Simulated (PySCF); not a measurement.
anisole (C₇H₈O), SMILES COc1ccccc1. Atoms are numbered in the order given.

```xyz
16

C      0.3224    -2.7575     0.0000
O     -0.6712    -1.7583     0.0000
C     -0.2763    -0.4603     0.0000
C     -1.3076     0.4956     0.0000
C     -0.9998     1.8530     0.0000
C      0.3347     2.2822     0.0000
C      1.3544     1.3301     0.0000
C      1.0632    -0.0400     0.0000
H     -0.2048    -3.7203     0.0000
H      0.9631    -2.6972    -0.8986
H      0.9631    -2.6972     0.8986
H     -2.3413     0.1402     0.0000
H     -1.8113     2.5870     0.0000
H      0.5733     3.3490     0.0000
H      2.4012     1.6492     0.0000
H      1.8806    -0.7633     0.0000
```

The structure is a stationary point at r2SCAN-D4/def2-SVP. The values are those of a single conformer.

Calculation: TDA-PBE/def2-SVPD (PySCF 2.14.0).

Vertical excitations. The molecule is in vacuum. State labels are in the subgroup Cs.

| state | symmetry | energy (eV) | λ (nm) | f | main pairs |
|---|---|---|---|---|---|
| S1 | A' | 4.80 | 258 | 0.029 | HOMO→LUMO 77 %, HOMO−1→LUMO+1 19 % |
| S2 | A" | 5.51 | 225 | 0.006 | HOMO→LUMO+2 100 % |
| S3 | A' | 5.76 | 215 | 0.126 | HOMO→LUMO+1 69 %, HOMO−1→LUMO 20 % |
| S4 | A" | 5.98 | 207 | 0.009 | HOMO→LUMO+3 100 % |
| S5 | A" | 6.26 | 198 | 0.000 | HOMO→LUMO+4 99 % |
| S6 | A" | 6.37 | 195 | 0.001 | HOMO−1→LUMO+2 100 % |
| T1 | A' | 3.90 | 318 | 0 | HOMO→LUMO 79 %, HOMO→LUMO+1 14 % |
| T2 | A' | 4.08 | 304 | 0 | HOMO→LUMO+1 68 %, HOMO→LUMO 19 %, HOMO−1→LUMO 11 % |
Triplets are in the Tamm–Dancoff approximation.
